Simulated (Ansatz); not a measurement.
CH$_{6}$BFSn (`B[CH2][SnH2][F]`), relaxed with RKS PBE0-D4/def2-TZVP in Ansatz from a PBE-D4/def2-SVP geometry. The force threshold is 0.005 eV/Å; the program also tests the step.

Total charge 0; spin multiplicity 1. Sn: def2 effective core potential.

Start:

```xyz
10

B     0.892   -0.839   -0.974
C     1.046    0.072    0.242
Sn   -1.134    0.366    0.543
F    -1.374    2.256    0.061
H     0.763   -0.365   -2.090
H     0.785   -2.047   -0.835
H     1.385   -0.347    1.209
H     1.361    1.124    0.097
H    -2.221   -0.496   -0.481
H    -1.503    0.275    2.228
```

Q: How much energy does the relaxation release, and in how many steps? (An estimate is asked.)

A: Computed: 5.60 kJ/mol, in 14 steps.

Q: Which bonds change most? (An estimate is asked.)

A: Ansatz gave: C2–Sn3 from 2.221 to 2.177 Å; Sn3–F4 from 1.965 to 1.925 Å; Sn3–H10 from 1.727 to 1.703 Å; Sn3–H9 from 1.724 to 1.701 Å.

Q: Give the relaxed structure. (An estimate is asked.)

A: Computed: 
```xyz
10

B     0.902   -0.820   -0.991
C     1.002    0.052    0.248
Sn   -1.129    0.372    0.562
F    -1.364    2.198    0.001
H     0.801   -0.323   -2.077
H     0.816   -2.012   -0.890
H     1.345   -0.395    1.181
H     1.341    1.083    0.135
H    -2.218   -0.519   -0.395
H    -1.496    0.365    2.225
```
